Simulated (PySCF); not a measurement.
Compound: C4H4BFS.
Bonds: F1–B2, B2–C3, C3–C4 (aromatic), C4–C5 (aromatic), C5–C6 (aromatic), C6–S7 (aromatic), C3–S7 (aromatic). Hydrogens: H8 on B2; H9 on C4; H10 on C5; H11 on C6.

Theory: PBE0-D3(BJ)/def2-SVP geometry optimisation, gas phase (PySCF).

Task: List the bond lengths, angles and torsions at this level.

Result: 
```json
{"bond": "F1–B2", "length (bohr)": "2.511", "order": "single"}
{"bond": "B2–C3", "length (bohr)": "2.898", "order": "single"}
{"bond": "C3–C4", "length (bohr)": "2.622", "order": "aromatic"}
{"bond": "C4–C5", "length (bohr)": "2.670", "order": "aromatic"}
{"bond": "C5–C6", "length (bohr)": "2.605", "order": "aromatic"}
{"bond": "C6–S7", "length (bohr)": "3.221", "order": "aromatic"}
{"bond": "C3–S7", "length (bohr)": "3.270", "order": "aromatic"}
{"bond": "B2–H8", "length (bohr)": "2.288", "order": "single"}
{"bond": "C4–H9", "length (bohr)": "2.062", "order": "single"}
{"bond": "C5–H10", "length (bohr)": "2.061", "order": "single"}
{"bond": "C6–H11", "length (bohr)": "2.060", "order": "single"}
```

Orders are formal, as drawn. A selection of angles:
```json
{"angle": "F1–B2–C3", "degrees": "119.2"}
{"angle": "F1–B2–H8", "degrees": "117.7"}
{"angle": "C3–B2–H8", "degrees": "123.1"}
{"angle": "B2–C3–C4", "degrees": "129.1"}
{"angle": "B2–C3–S7", "degrees": "121.0"}
{"angle": "C4–C3–S7", "degrees": "109.8"}
{"angle": "C3–C4–C5", "degrees": "113.6"}
{"angle": "C3–C4–H9", "degrees": "122.1"}
{"angle": "C5–C4–H9", "degrees": "124.3"}
{"angle": "C4–C5–C6", "degrees": "112.0"}
{"angle": "C4–C5–H10", "degrees": "124.6"}
{"angle": "C6–C5–H10", "degrees": "123.4"}
{"angle": "C5–C6–S7", "degrees": "112.0"}
{"angle": "C5–C6–H11", "degrees": "127.5"}
{"angle": "S7–C6–H11", "degrees": "120.5"}
{"angle": "C3–S7–C6", "degrees": "92.6"}
```

Dihedral angles: F1–B2–C3–C4 0° (synperiplanar).

The C–C distances run from 1.378 Å (C5–C6, aromatic) to 1.413 Å (C4–C5, aromatic), a spread of 0.035 Å. The 7 heavy atoms lie in one plane (0.003 Å rms). The 5-membered ring C3–C4–C5–C6–S7 has internal angles of 92.6° to 113.6°; it is planar, 0.00 Å rms from its mean plane, widest ring torsion 0°. B2 (three-coordinate boron) is planar (angles 123.1°, 119.2° and 117.7°, sum 360.0°, 0.00 Å off the plane of its three neighbours). The C–S distances run from 1.704 Å (C6–S7, aromatic) to 1.730 Å (C3–S7, aromatic), a spread of 0.026 Å.

Point group: Cs (tolerance 0.08 Å). PBE0-D3(BJ)/def2-SVP frequencies: not computed here. The numbers are those of one conformer.

The run took 26 s wall on one thread, Intel Xeon 6975P-C (x86_64), no GPU, on a shared host, and the process peaked at 0.52 GiB of memory. These figures are those of the optimisation.
